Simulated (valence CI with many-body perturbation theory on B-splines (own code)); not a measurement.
## Level structure of Ge¹⁸⁺

Calculated by configuration interaction combined with many-body perturbation theory (CI+MBPT): four valence electrons over a frozen Dirac-Fock core [Ne], radial functions for each j: 11 s, 11 p, 10 d, 8 f, 5 g, 2 h, with the one-electron correlation potential Σ1 (screened to all orders), the two-electron term Σ2, the three-electron term Σ3, Breit, model QED; selected single and double excitations, second order for the rest, scaled by the run's own slope (own B-spline code, finite nucleus).

No measured levels were compared; by estimate levels of excited configurations hold to 0.05 to 0.15 % of their energy, terms of the ground configuration to about 0.5 %. Among the levels kept, up to 820 cm⁻¹ of a level comes from second order outside the variational space, and about a tenth of that is noise between levels of different J, which matters for small intervals.

Levels 91 to 135 of 172, with energies above the lowest level, 3s2 3p2 3P_0. "Leading %" is the weight of the configuration and term that name the level; weights of strongly mixed levels are sums over their largest components and can fall short. In the jj column 3d3/2^4 stands for four electrons in 3d with j = 3/2. Lifetimes count E1, E2, E3, M1 and M2 decay at the calculated energies, and are blank where another channel may lead or the interval is too uncertain; long ones can be off by a factor of two.

| No. | Configuration | Term | J | E (eV) | Leading % | Leading jj | Lifetime |
| --- | --- | --- | --- | --- | --- | --- | --- |
| 91 | 3s 3p2 3d | 1D | 2 | 173.29 | 77 | 3s 3p3/2^2 3d5/2 (33 %) | 5.96 ps |
| 92 | 3s2 3d2 | 3P | 0 | 176.38 | 78 | 3s^2 3d3/2^2 (51 %) | 6.04 ps |
| 93 | 3s2 3d2 | 3P | 1 | 176.71 | 78 | 3s^2 3d3/2 3d5/2 (78 %) | 6.19 ps |
| 94 | 3s2 3d2 | 3P | 2 | 177.05 | 60 | 3s^2 3d3/2 3d5/2 (55 %) | 6.10 ps |
| 95 | 3s2 3d2 | 1G | 4 | 177.09 | 82 | 3s^2 3d3/2 3d5/2 (61 %) | 11.2 ps |
| 96 | 3s2 3d2 | 1D | 2 | 178.27 | 53 | 3s^2 3d5/2^2 (61 %) | 6.43 ps |
| 97 | 3p3 3d | 3F° | 2 | 181.09 | 53 | 3p1/2^2 3p3/2 3d3/2 (55 %) | 56.1 ps |
| 98 | 3p3 3d | 1S° | 0 | 182.03 | 61 | 3p1/2^2 3p3/2 3d3/2 (36 %) | 96.2 ps |
| 99 | 3p3 3d | 3F° | 3 | 182.24 | 43 | 3p1/2^2 3p3/2 3d3/2 (32 %) | 35.3 ps |
| 100 | 3p3 3d | 5D° | 1 | 184.15 | 84 | 3p1/2^2 3p3/2 3d3/2 (49 %) | 17.6 ps |
| 101 | 3p3 3d | 5D° | 4 | 184.21 | 50 | 3p1/2 3p3/2^2 3d5/2 (41 %) | 26.2 ps |
| 102 | 3p3 3d | 5D° | 0 | 184.47 | 83 | 3p1/2 3p3/2^2 3d3/2 (64 %) | 18.5 ps |
| 103 | 3p3 3d | 3D° | 2 | 184.61 | 61 | 3p1/2 3p3/2^2 3d3/2 (41 %) | 46.3 ps |
| 104 | 3p3 3d | 5D° | 2 | 184.84 | 82 | 3p1/2 3p3/2^2 3d3/2 (60 %) | 18.1 ps |
| 105 | 3p3 3d | 3D° | 1 | 185.14 | 73 | 3p1/2 3p3/2^2 3d3/2 (53 %) | 41.2 ps |
| 106 | 3p3 3d | 3D° | 3 | 185.15 | 36 | 3p1/2 3p3/2^2 3d3/2 (52 %) | 42.4 ps |
| 107 | 3p3 3d | 5D° | 3 | 186.33 | 60 | 3p1/2 3p3/2^2 3d5/2 (72 %) | 21.7 ps |
| 108 | 3p3 3d | 3F° | 4 | 186.62 | 45 | 3p1/2 3p3/2^2 3d5/2 (48 %) | 32.6 ps |
| 109 | 3p3 3d | 3G° | 3 | 187.88 | 66 | 3p1/2 3p3/2^2 3d3/2 (28 %) | 64.2 ps |
| 110 | 3p3 3d | 3G° | 4 | 189.03 | 64 | 3p1/2 3p3/2^2 3d5/2 (40 %) | 60.2 ps |
| 111 | 3s2 3d2 | 1S | 0 | 189.63 | 79 | 3s^2 3d5/2^2 (53 %) | 5.69 ps |
| 112 | 3p3 3d | 3G° | 5 | 190.12 | 76 | 3p1/2 3p3/2^2 3d5/2 (76 %) | 68.4 ps |
| 113 | 3p3 3d | 1D° | 2 | 192.94 | 55 | 3p1/2 3p3/2^2 3d5/2 (28 %) | 44.5 ps |
| 114 | 3p3 3d | 1G° | 4 | 193.61 | 80 | 3p1/2 3p3/2^2 3d3/2 (44 %) | 35.3 ps |
| 115 | 3s 3p 3d2 | 5G° | 2 | 193.75 | 95 | 3s 3p1/2 3d3/2^2 (60 %) | 52.2 ps |
| 116 | 3p3 3d | 3D° | 1 | 194.71 | 46 | 3p1/2^2 3p3/2 3d3/2 (26 %) | 16.7 ps |
| 117 | 3s 3p 3d2 | 5G° | 3 | 194.78 | 96 | 3s 3p1/2 3d3/2 3d5/2 (49 %) | 52.8 ps |
| 118 | 3p3 3d | 3P° | 1 | 195.83 | 27 | 3p1/2^2 3p3/2 3d5/2 (32 %) | 21.7 ps |
| 119 | 3s 3p 3d2 | 5G° | 4 | 196.18 | 95 | 3s 3p1/2 3d3/2 3d5/2 (48 %) | 52.4 ps |
| 120 | 3p3 3d | 3P° | 0 | 196.54 | 71 | 3p1/2 3p3/2^2 3d5/2 (29 %) | 29.6 ps |
| 121 | 3p3 3d | 3P° | 2 | 197.50 | 57 | 3p1/2 3p3/2^2 3d5/2 (39 %) | 11.1 ps |
| 122 | 3s 3p 3d2 | 5G° | 5 | 198.06 | 95 | 3s 3p3/2 3d3/2 3d5/2 (47 %) | 51.8 ps |
| 123 | 3p3 3d | 3S° | 1 | 198.32 | 30 | 3p1/2 3p3/2^2 3d5/2 (44 %) | 14.6 ps |
| 124 | 3p3 3d | 3P° | 1 | 198.88 | 44 | 3p1/2 3p3/2^2 3d3/2 (44 %) | 13.1 ps |
| 125 | 3p3 3d | 3D° | 2 | 199.08 | 42 | 3p1/2 3p3/2^2 3d5/2 (54 %) | 18.7 ps |
| 126 | 3p3 3d | 3F° | 2 | 200.28 | 71 | 3p1/2 3p3/2^2 3d3/2 (50 %) | 27.1 ps |
| 127 | 3p3 3d | 3F° | 3 | 200.33 | 67 | 3p1/2 3p3/2^2 3d5/2 (38 %) | 25.2 ps |
| 128 | 3p3 3d | 3D° | 3 | 200.67 | 47 | 3p1/2 3p3/2^2 3d5/2 (29 %) | 26.9 ps |
| 129 | 3s 3p 3d2 | 5G° | 6 | 200.72 | 100 | 3s 3p3/2 3d5/2^2 (78 %) | 55.9 ps |
| 130 | 3p3 3d | 3F° | 4 | 202.39 | 62 | 3p3/2^3 3d5/2 (66 %) | 26.1 ps |
| 131 | 3p3 3d | 3P° | 2 | 202.44 | 60 | 3p3/2^3 3d5/2 (47 %) | 32.7 ps |
| 132 | 3s 3p 3d2 | 5D° | 0 | 202.65 | 82 | 3s 3p1/2 3d3/2^2 (30 %) | 17.7 ps |
| 133 | 3s 3p 3d2 | 5D° | 1 | 202.76 | 73 | 3s 3p1/2 3d3/2 3d5/2 (60 %) | 19.0 ps |
| 134 | 3s 3p 3d2 | 5D° | 2 | 203.08 | 54 | 3s 3p1/2 3d3/2 3d5/2 (63 %) | 17.8 ps |
| 135 | 3p3 3d | 3P° | 0 | 203.12 | 62 | 3p3/2^3 3d3/2 (53 %) | 10.1 ps |

Names give the largest LS component (configuration and term), which can be under half, so a name can repeat, a term be missing and a line seem to break the LS rules; names also repeat where a configuration has a term twice.

Where two levels of one J and parity lie close, their mixing, g and order are uncertain.
